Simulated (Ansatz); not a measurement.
CrBr₂, relaxed as a quintet with UKS PBE-D4/def2-TZVP in Ansatz, starting from the GFN2-xTB geometry. Force threshold 0.02 eV/Å.

The gap within one spin of the charge 0 quintet nearly closes, so an electron or hole may be smeared out by delocalisation error.

Start:

```tsv
atom	x (Å)	y (Å)	z (Å)
Cr1	0.000	0.000	0.000
Br2	-0.574	1.817	-1.236
Br3	0.573	-1.816	1.236
```

Q: Estimate the energy that the relaxation releases and the steps that it takes.

A: 0.04 eV, in 3 steps; 14 s on 2 threads of Intel Xeon Platinum 8259CL on a shared host. No frequencies were taken in this run, so the end may be a saddle point.

Q: Does the start keep its bonding and symmetry?

A: By distances, no bond broke or formed. The bond that changes most is Cr1–Br3, from 2.27 to 2.33 Å (atoms count from 1). Point group D∞h at the start, D∞h at the end, both within 0.05 Å.

Q: Predict the relaxed structure.

A: 
```xyz
3

Cr    0.0001    0.0000   -0.0001
Br   -0.5876    1.8610   -1.2665
Br    0.5875   -1.8609    1.2666
```
Bond lengths: 2 × Br–Cr 2.33 Å.
